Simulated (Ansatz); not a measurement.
`C=C[Si](O)(O)[SiH3]` + `N/C=C\N` → `C=C[Si](N)(O)O` + `N/C=C/[SiH3]`  (formal exchange of groups at the Si–Si bond)

Computed with Ansatz on PBE0-D4/def2-TZVP structures; ΔE is electronic, products minus reactants. CBS: MP2 limit from def2 TZ/QZ plus the TZ coupled-cluster correction, frozen cores. Double bonds are as drawn, so ΔE can hold a change between cis and trans. DFT in def2-TZVPP. B3LYP here is the variant with VWN-RPA as its local correlation; programs differ in this. Each species was taken in one conformer, which may not be the lowest.

**Question.** Is it downhill or uphill in electronic energy at CCSD(T)/CBS, and by how much? (An estimate is asked.)

**Answer.** Ansatz gave: Downhill: ΔE = -1.53 eV.

**Question.** What do these levels give: PBE-D4, r2SCAN-D4, B3LYP-D4, ωB97X-V, B2PLYP, PBE, B3LYP, SCS-MP2/def2-TZVPP, CCSD(T)/def2-TZVPP, MP2/def2-QZVPP, HF/CBS(def2), MP2/CBS(def2)? (An estimate is asked.)

**Answer.** The calculation gave: PBE-D4 -1.27, r2SCAN-D4 -1.50, B3LYP-D4 -1.48, ωB97X-V -1.47, B2PLYP -1.55, PBE -1.27, B3LYP -1.48, SCS-MP2/def2-TZVPP -1.62, CCSD(T)/def2-TZVPP -1.53, MP2/def2-QZVPP -1.64, HF/CBS(def2) -1.73, MP2/CBS(def2) -1.64 eV.

Largest T1 diagnostic among the species: 0.013.

In def2-TZVPP, CCSD(T) changes the Hartree–Fock value by +0.19 eV (the triples alone add +0.03 eV) and MP2 by +0.09 eV. From PBE to PBE0 (25 % exact exchange), in def2-TZVPP and without D4, ΔE moves by −0.11 eV.
